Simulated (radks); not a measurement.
The numbers below are computed, except where a source is named.
Numerical settings for the promethium ion Pm+, [Xe] 4f5 6s1. Level of theory: scalar-relativistic Kohn-Sham, r2SCAN, spin-polarised, spherical densities, finite nucleus; open shells are filled with parallel spins first (spin-orbit coupling, left out, can overturn this in heavy ions); meta-GGA in the generalised Kohn-Sham scheme; Fermi nuclear charge, rms radius 4.962 fm (a radial shooting solver on a logarithmic mesh with Libxc functionals). The defaults (mesh step 0.008 in ln r, mesh end at 40 bohr or more with all orbitals vanishing there, Anderson mixing 0.5 over 9 steps, residual threshold near 1e-9 with the energy settled to 1e-9 hartree or 1e-11 of itself, here a cap of 52 iterations) give E = -10021.062 hartree and 6s at -8.794 eV in 13 iterations. Run on one thread of a shared host, so times are rough (Intel(R) Xeon(R) 6975P-C): 0.18 s of CPU time, 0.18 s wall, 13 iterations on 2360 mesh points. Changes against that run (0 stands for a change within the tolerance of the run):

| setting | iterations | converged | E (mhartree) | e(6s) (meV) | CPU (s) |
|---|---|---|---|---|---|
| mesh step in ln r 0.05 | 12 | yes | +2 | +0.323 | 0.04 |
| mesh step in ln r 0.02 | 13 | yes | -0.0358 | +0.0127 | 0.08 |
| mesh step in ln r 0.005 | 14 | yes | 0 | -0.00759 | 0.31 |
| mesh end (bohr) 3 | 11 | level above zero | +2.34e+03 | +4.58e+04 | 0.13 |
| mesh end (bohr) 12 | 13 | yes | +0.028 | +1.93 | 0.17 |
| residual threshold 0.001 | 11 | yes | 0 | -0.0405 | 0.16 |
| residual threshold 0.1 | 11 | yes | 0 | -0.0405 | 0.16 |
| mixing 2.5 | 6 | no | diverged | - | 0.17 |
| linear mixing, mixing 0.05 | 52 | no | +48 | -254 | 0.66 |
| linear mixing, mixing 0.5 | 22 | yes | 0 | +0.038 | 0.27 |
| mixing history 2 | 17 | yes | 0 | +0.00736 | 0.23 |
| iteration cap 8 | 8 | no | -0.00264 | +3.67 | 0.12 |

Settled on a wrong energy, with an occupied level pushed above zero by the early mesh end: mesh end (bohr) 3 (+2.34 hartree). Apart from these: settings that end as converged yet miss the energy by more than 1 mhartree: mesh step in ln r 0.05 (+0.002 hartree). A mesh that ends early acts as a hard wall.
